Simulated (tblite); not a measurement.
Input of a run (GFN2-xTB geometry optimisation, gas phase (tblite 0.8.0)), started from a force field or distance geometry:
```
{"job": {"kind": "relax", "xc": "GFN2-xTB", "basis": "xTB"}, "charge": 0, "multiplicity": 2}
N     -3.661800    -0.731500     0.334800
C     -2.498600     0.032700    -0.071400
C     -1.157000    -0.491600     0.288500
C     -0.086700     0.220700    -0.091900
C      1.262400    -0.213400     0.218700
F      1.402000    -1.373400     0.887600
C      2.349800     0.480100    -0.153400
Cl     3.955500    -0.023400     0.204700
H     -2.583100     0.970500    -0.612700
H     -1.107100    -1.425300     0.835200
H     -0.200900     1.145200    -0.630900
H      2.326700     1.408700    -0.691200
```

Output (eV, eV/Å):
```
step      E/eV     max force
  0    -673.35524    8.339
  1    -674.51640    1.427
  2    -674.56649    0.947
  3    -674.59558    0.448
  4    -674.60129    0.267
  5    -674.60633    0.217
  6    -674.60832    0.213
  7    -674.60994    0.112
  8    -674.61082    0.097
  9    -674.61128    0.079
 10    -674.61171    0.072
 11    -674.61211    0.059
 12    -674.61239    0.049
 13    -674.61254    0.041
 14    -674.61261    0.027
 15    -674.61266    0.023
 16    -674.61270    0.018
 17    -674.61272    0.021
 18    -674.61274    0.014
 19    -674.61276    0.012
 20    -674.61277    0.009
```

Question: Summarise the run.

Answer: The energy falls by 29.0 kcal/mol over 20 L-BFGS steps, the largest force on an atom goes from 8.34 to 0.009 eV/Å, and the atoms move by 0.061 Å rms after alignment. The bond that changes most is N1=C2 (ends: nitrogen bonded to C; carbon bonded to C, N and H), which shortens by 0.222 Å. Bonds longer at the end by more than 0.005 Å: 1 of 11; shorter: 4. Among the angles that change most is N1–C2–C3, from 118.1° to 127.4°. The energy never rose by more than 1e-5 eV on the way. The first step brought 92 % of the lowering.

Question: What are the final bond lengths?

Answer: N1=C2 1.228 Å, C2–C3 1.459 Å, C3=C4 1.341 Å, C4–C5 1.440 Å, C5–F6 1.346 Å, C5=C7 1.341 Å, C7–Cl8 1.707 Å, C2–H9 1.102 Å, C3–H10 1.080 Å, C4–H11 1.081 Å, C7–H12 1.077 Å. Numbering counts from 1 in the input's order; the species is `C(=C(F)\C=C\C=[N])/Cl` [radical].

Its GFN2-xTB frequencies are all real (lowest 56 cm⁻¹).

Shape of the structure used: `[N:1]=[CH:2]/[CH:3]=[CH:4]/[C:5]([F:6])=[CH:7]/[Cl:8]`: N1–C2–C3–C4 180°, C3–C4–C5–F6 0°.

One conformer stands for the species.

These are computed values.
